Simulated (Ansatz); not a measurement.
Ansatz (a quantum-chemistry and plane-wave program) input:

Ansatz 0.2 input:
```yaml
crystal:
  periodic: [false, false, false]
  atoms:
    - {symbol: Sn, position_ang: [0.00624545, 0.00001533, 0.04778301]}
    - {symbol: H, position_ang: [-0.14809190, -1.26562731, -1.19522083]}
    - {symbol: H, position_ang: [-0.16418077, 1.26486076, -1.19392983]}
basis:
  gaussian:
    orbitals: def2-TZVPD
hamiltonian:
  xc: {name: PBE-QIDH}
magnetization: {spin_polarized: false}
correlation: {electrons: outside_noble_gas}
```

**Question.** What final total energy does it print?

**Answer.** -215.17338 Eh (PBE-QIDH/def2-TZVPD). The basis has 74 functions.
